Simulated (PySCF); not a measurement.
Simulation results for Ge2H4NO, Ge2H5NO, GeH3NOSi

Calculation on a computer-drawn molecule: the log of a Hartree-Fock and frozen-core CCSD(T) single point meant for a local Hartree-Fock minimum, with one planted fault or none, to be diagnosed. Offsets are logged minus clean, where the clean run is the same molecule without the fault. The reference is restricted for singlets and unrestricted otherwise, and also for a bond in bohr or an excited solution. Adding or removing an electron swaps singlet and doublet. The excited solution moves the top pair (singlet) or top alpha electron (doublet) to the lowest empty orbital. Highest occupied and lowest empty are orbital energies over both spins, largest force is the largest gradient component, triples share is (T) over the correlation energy, the T1 limit is 0.02 restricted and 0.045 unrestricted, electrons count all cores, a negative frequency is imaginary (commonest isotopes), and the dipole is about the centre of nuclear charge; on germanium a core potential holds 10 electrons, which the energies leave out, and 3d is frozen in MP2 and coupled-cluster steps. Program: PySCF 2.14.0.

Common to all runs: meant multiplicity 1; meant basis and core potential on germanium cc-pVDZ-PP ECP10MDF; logged SCF converged yes; possible faults no fault, one electron removed, one electron added, multiplicity raised by two, geometry at a saddle point, SCF held on an excited solution, minimal basis STO-3G, one bond length entered in bohr, all coordinates scaled.

```json
{"entry": 1, "formula": "Ge2H4NO", "logged_structure": {"atoms_angstrom": [["O", -1.9199, 1.0166, 0.398], ["Ge", -1.7035, 0.7504, -1.1739], ["N", -0.0898, -0.1631, -1.4164], ["Ge", 0.8996, -0.5801, -0.0311], ["H", -2.3717, 0.9957, -2.4987], ["H", 0.2412, -0.4313, -2.3311], ["H", 2.1833, -1.3163, -0.3246], ["H", 0.4253, -0.1904, 1.3386]]}, "given": {"meant_charge": 1, "meant_basis": "cc-pVDZ", "logged_electrons": 81, "logged_basis_functions": 94, "logged_spin_squared": 0.7581, "logged_highest_occupied [eV]": -23.328, "logged_lowest_empty [eV]": -10.166, "logged_largest_force [hartree/bohr]": 0.14185, "logged_T1_diagnostic": 0.020947, "logged_D1_diagnostic": 0.071683, "logged_triples_share": 0.028154, "logged_CC_converged": "yes", "logged_dipole_magnitude [debye]": 2.4353, "logged_SCF_stable_within_its_kind": "yes", "logged_energy_HF [hartree]": -717.63711, "logged_energy_CCSD(T) [hartree]": -718.14695, "drawn_bonds_atom": [1, 2, 3, 2, 3, 4, 4], "drawn_bonds_other_atom": [2, 3, 4, 5, 6, 7, 8], "drawn_bonds_order": [2, 1, 1, 1, 1, 1, 1]}, "results": {"planted_fault": "one electron removed", "HF_energy_offset_from_clean_run [kcal/mol]": 290.5, "CCSD(T)_energy_offset_from_clean_run [kcal/mol]": 334.0}}
{"entry": 2, "formula": "Ge2H5NO", "logged_structure": {"atoms_angstrom": [["O", -2.6237, 1.391, 0.7896], ["Ge", -1.0636, 1.0242, 0.5573], ["N", -0.0618, 0.1349, 1.7378], ["Ge", 1.718, -0.3817, 1.6713], ["H", -0.2036, 1.3548, -0.6538], ["H", -0.5641, -0.1204, 2.5723], ["H", 1.8126, -1.9046, 1.7643], ["H", 2.481, 0.261, 2.8297], ["H", 2.2552, 0.1124, 0.3297]]}, "given": {"meant_charge": 0, "meant_basis": "cc-pVDZ", "logged_electrons": 84, "logged_basis_functions": 99, "logged_spin_squared": 0.0, "logged_highest_occupied [eV]": -3.2661, "logged_lowest_empty [eV]": -5.3125, "logged_largest_force [hartree/bohr]": 0.24644, "logged_CC_converged": "no", "logged_dipole_magnitude [debye]": 3.4453, "logged_SCF_stable_within_its_kind": "no", "logged_energy_HF [hartree]": -718.39022, "drawn_bonds_atom": [1, 2, 3, 2, 3, 4, 4, 4], "drawn_bonds_other_atom": [2, 3, 4, 5, 6, 7, 8, 9], "drawn_bonds_order": [2, 1, 1, 1, 1, 1, 1, 1]}, "results": {"planted_fault": "SCF held on an excited solution", "HF_energy_offset_from_clean_run [kcal/mol]": 351.1}, "notes": ["CCSD not converged"]}
{"entry": 3, "formula": "Ge2H5NO", "logged_structure": {"atoms_angstrom": [["O", -2.6237, 1.391, 0.7896], ["Ge", -1.0636, 1.0242, 0.5573], ["N", -0.0618, 0.1349, 1.7378], ["Ge", 1.718, -0.3817, 1.6713], ["H", -0.2036, 1.3548, -0.6538], ["H", -0.5641, -0.1204, 2.5723], ["H", 1.8126, -1.9046, 1.7643], ["H", 2.481, 0.261, 2.8297], ["H", 2.2552, 0.1124, 0.3297]]}, "given": {"meant_charge": 0, "meant_basis": "cc-pVDZ", "logged_electrons": 85, "logged_basis_functions": 99, "logged_spin_squared": 0.7675, "logged_highest_occupied [eV]": 0.9936, "logged_lowest_empty [eV]": 7.2725, "logged_largest_force [hartree/bohr]": 0.057676, "logged_T1_diagnostic": 0.019772, "logged_D1_diagnostic": 0.081475, "logged_triples_share": 0.029637, "logged_CC_converged": "yes", "logged_dipole_magnitude [debye]": 9.7455, "logged_SCF_stable_within_its_kind": "yes", "logged_energy_HF [hartree]": -718.88719, "logged_energy_CCSD(T) [hartree]": -719.49849, "drawn_bonds_atom": [1, 2, 3, 2, 3, 4, 4, 4], "drawn_bonds_other_atom": [2, 3, 4, 5, 6, 7, 8, 9], "drawn_bonds_order": [2, 1, 1, 1, 1, 1, 1, 1]}, "results": {"planted_fault": "one electron added", "HF_energy_offset_from_clean_run [kcal/mol]": 39.29, "CCSD(T)_energy_offset_from_clean_run [kcal/mol]": 37.56}, "notes": ["highest electron not bound in this basis"]}
{"entry": 4, "formula": "GeH3NOSi", "logged_structure": {"atoms_angstrom": [["O", -0.397, 4.5066, 0.3295], ["Ge", -0.6345, 2.9186, 0.5024], ["N", 0.1909, 1.6428, -0.4815], ["Si", 1.3617, 1.8616, -1.7625], ["H", -1.562, 2.221, 1.4883], ["H", -0.0808, 0.7057, -0.2332], ["H", 1.5276, 0.3713, -2.0286]]}, "given": {"meant_charge": 0, "meant_basis": "cc-pV(D+d)Z", "logged_electrons": 64, "logged_basis_functions": 89, "logged_spin_squared": 0.0, "logged_highest_occupied [eV]": -9.1938, "logged_lowest_empty [eV]": 0.90687, "logged_largest_force [hartree/bohr]": 1.4444e-05, "logged_lowest_frequency [cm^-1]": 131.19, "logged_T1_diagnostic": 0.024672, "logged_D1_diagnostic": 0.084942, "logged_triples_share": 0.035022, "logged_CC_converged": "yes", "logged_dipole_magnitude [debye]": 5.5794, "logged_SCF_stable_within_its_kind": "yes", "logged_energy_HF [hartree]": -713.31987, "logged_energy_CCSD(T) [hartree]": -713.90619, "drawn_bonds_atom": [1, 2, 3, 2, 3, 4], "drawn_bonds_other_atom": [2, 3, 4, 5, 6, 7], "drawn_bonds_order": [2, 1, 1, 1, 1, 1]}, "results": {"planted_fault": "no fault", "HF_energy_offset_from_clean_run [kcal/mol]": 0.0, "CCSD(T)_energy_offset_from_clean_run [kcal/mol]": 0.0}, "notes": ["T1 above single-reference limit"]}
```
